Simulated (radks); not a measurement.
Results of a calculation; reference values are marked as such.
Question: These are the eigenvalues of the occupied orbitals of an atom or ion with whole-number occupations (eV). Level of theory: Dirac Kohn-Sham, BLYP, spin-unpolarised, spherical densities, point nucleus (a radial shooting solver on a logarithmic mesh with Libxc functionals).

orbital  eigenvalue
1s1/2     -5400.392
2s1/2     -637.4983
2p1/2     -542.9419
2p3/2     -535.8354
3s1/2     -103.5423
3p1/2      -77.7052
3p3/2      -76.8337
3d3/2      -36.9717

Which element is it, and in what charge state? The configuration may be excited. Open shells, if any, fill j = l - 1/2 first.

Answer: Z = 23, vanadium, charge +3: V3+ in [Ar] 3d2. The list shows which subshells hold electrons but not how many an open one holds; the 1s level, -198.46 hartree, gives Z - s = 19.9 by -(Z - s)^2/2, which with screening and relativity narrows Z to a few neighbours, and the depths of the outer levels then fix element, charge and occupations together.
